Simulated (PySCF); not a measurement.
ethynylcyclopropane (C5H6), SMILES C(C1CC1)#C. Coordinates come from a B3LYP-D3(BJ)/def2-SVP optimisation.

These are B3LYP-D3(BJ)/def2-SVP run with PySCF 2.14.0 values and carry that method's errors.

Harmonic wavenumbers (cm⁻¹): 203, 210, 506, 519, 656, 707, 759, 809, 819, 904, 973, 1056, 1070, 1103, 1127, 1183, 1215, 1372, 1436, 1487, 2226, 3129, 3133, 3140, 3223, 3233, 3473. Rotational constants (GHz): 15.85, 3.309, 3.142; symmetry number 1.

Task: Work out the zero-point energy and the ideal-gas rigid-rotor harmonic-oscillator thermochemistry at 298.15 K and 1 atm.

Result: ZPE = ½ Σ hcν = ½ × 39670 cm⁻¹ = 56.71 kcal/mol. H − E(el) = 60.50 kcal/mol. Entropy in cal/(mol K): translation 38.48, rotation 25.08, vibration 7.34, total 70.91. G − E(el) = 39.36 kcal/mol. Cp = 20.53 cal/(mol K).
